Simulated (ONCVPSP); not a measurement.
iridium, ONCV: configuration errors across variants

| Property | Result |
| --- | --- |
| Element | Ir |
| Generator | ONCVPSP 4.0.1 |
| Type | optimised norm-conserving Vanderbilt (ONCV) |
| Functional | PBE |
| Relativity | scalar-relativistic |
| Frozen core | [Kr] 4d10 4f14 |
| Valence charge | 17 |
| Reference configuration | 5s2 5p6 5d7 6s2 |
| Partial waves | 5s+6s: rc 1.80 bohr, ncon 3, nbas 6, qcut 7.5 1/bohr, 2 projectors; 5p: rc 1.35 bohr, ncon 4, nbas 9, qcut 10.5 1/bohr, 2 projectors, debl 3.7 Ha; 5d: rc 2.00 bohr, ncon 4, nbas 9, qcut 7.8 1/bohr, 2 projectors, debl 2.9 Ha |
| Local potential | polynomial inside 0.85 bohr (lpopt 5, dvloc0 4 Ha) |
| Core correction | polynomial model core, fcfact 0.6 |

All-electron excitation energies from the reference (eV): (1) 5s2 5p6 5d7 6s1 9.880; (2) 5s2 5p6 5d7 6s0 27.349; (3) 5s2 5p6 5d6 6s0 57.890; (4) 5s2 5p6 5d7.5 6s1.5 -0.285.

1 further variants failed, have other tests or too few solved ones, and are left out.

A true bound ghost makes a file unfit for plane-wave use even where its test errors are small: the radial tests pick states by their node count and pass the ghost by.

Errors AE − PS in meV (a dash: test not solved or not reliable):

```tsv
change	(1)	(2)	(3)	(4)	bound ghosts	GHOST(+) flags above zero
base	-5.4	-20	-27	-3.3	s	p
d: qcut 5	-4.5	-17	-31	-0.7	s	p, d
d: qcut 5.8	-4.9	-19	-30	-1.6	s	p, d
d: qcut 6.8	-5.3	-20	-28	-3.0	s	p
d: qcut 7.5	-5.3	-20	-27	-3.2	s	p
d: qcut 8.9	-5.4	-20	-27	-3.4	s	p
d: qcut 10.8	-5.4	-20	-27	-3.3	s	p
```

(1) Give the same row for: d: qcut 9.5.

## Answers

(1) -5.4, -20, -27, -3.4; bound ghosts: s; GHOST(+) flags above zero: p.
